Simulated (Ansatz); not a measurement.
Wavefunction ladder for CH$_{6}$AsGaO$_{2}$, SMILES `O[C](O)([GaH2])[AsH2]`

```xyz
11

O     0.261    0.538   -1.295
C     0.284    0.049    0.022
O     1.537    0.278    0.630
Ga   -1.228    1.061    0.888
As    0.055   -1.927    0.183
H     0.885    0.028   -1.831
H     1.681    1.230    0.672
H    -2.668    0.460    1.025
H    -0.853    2.496    1.416
H     1.119   -2.238   -0.872
H    -1.073   -1.975   -0.838
```

Total charge 0; spin multiplicity 1. Correlated methods include outer-core shells of As, Ga, which these sets cover unevenly. Scalar relativity is left out up to krypton. Geometry: relaxed with PBE0-D4/def2-TZVP. It is one conformer, not always the lowest. Frozen core, restricted reference, Ansatz.

```json
{"basis": "def2-SVP", "HF (Eh)": "-4347.79904", "MP2 corr.": "?", "CCSD corr.": "?", "(T)": "?", "CCSD(T) total": "?"}
{"basis": "def2-TZVPP", "HF (Eh)": "-4348.55831", "MP2 corr.": "?", "CCSD corr.": "–", "(T)": "–", "CCSD(T) total": "–"}
{"basis": "def2-QZVPP", "HF (Eh)": "-4348.65271", "MP2 corr.": "-1.74085", "CCSD corr.": "–", "(T)": "–", "CCSD(T) total": "–"}
```

Q: Fill in the withheld values. (Estimate.)

A: The calculation gave: def2-SVP MP2 corr.: -0.96869; def2-SVP CCSD corr.: -0.99350; def2-SVP (T): -0.02928; def2-SVP CCSD(T) total: -4348.82182; def2-TZVPP MP2 corr.: -1.15982.
